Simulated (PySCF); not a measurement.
# Tl: excitation energy

Tl [Xe] 4f14 5d10 6s2 6p1 (2P) → Tl [Xe] 4f14 5d10 6s1 6p1 6d1 (high-spin determinant), as a difference of total energies. All numbers are calculated (PySCF 2.14, scalar relativity through the core potential, in aug-cc-pVQZ-PP with ECP60MDF (7s7p5d3f2g, 92 functions)). Correlated levels: valence: 5s2 5p6 5d10 frozen. The calculations carry no spin-orbit coupling.

```csv
method,excitation energy (eV)
UHF,9.132
LDA,11.204
PBE,10.719
PBE0,10.520
r2SCAN,10.703
B97-3,10.647
wB97M-V,10.740
MN15,11.488
MP2 (valence),9.761
SCS-MP2 (valence),9.951
```

How much does correlation contribute at MP2 (valence)?

9.761 − (9.132) = 0.629 eV, measured against UHF.

The upper state lies above the first ionisation limit, but in LS coupling its spin forbids autoionisation to the ground ion; at this Z spin-orbit coupling breaks that rule.

The promoted electron is Rydberg-like, and one or two diffuse shells describe it only roughly, which tends to raise the upper state.

The determinant of the upper state mixes LS terms, which raises its energy above the lowest term, most at the Hartree-Fock and MP2 levels.
